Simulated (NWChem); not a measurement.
**Relativistic effects in bromine (Br2)**

```
Br
Br 1 2.2983
```
Charge 0, spin multiplicity 1.

The numbers come from NWChem runs, not from measurements. All single points use one geometry, from PBE0/def2-SVP, a minimum by its harmonic frequencies.

Functional B3LYP, all-electron basis x2c-SVPall-2c, contracted for the X2C Hamiltonian and used here with ZORA. The ion keeps the geometry and has multiplicity 2 in the scalar run; the spin-orbit run starts from the same electron counts.

Costs are rough ratios of processor time within this set of runs, SCF included, with scalar ZORA as 1.

B3LYP has NWChem's definition, with VWN1-RPA local correlation. The stability of the SCF solutions was not checked.

```csv
Hamiltonian,ΔSCF ionisation energy (eV),HOMO (eV),LUMO (eV),gap (eV),relative cost
scalar ZORA,10.54,-7.66,-3.76,3.90,1
spin-orbit ZORA,10.33,-7.47,-3.75,3.73,under 3
```

From scalar ZORA to spin-orbit ZORA the ionisation energy falls by 0.22 eV.
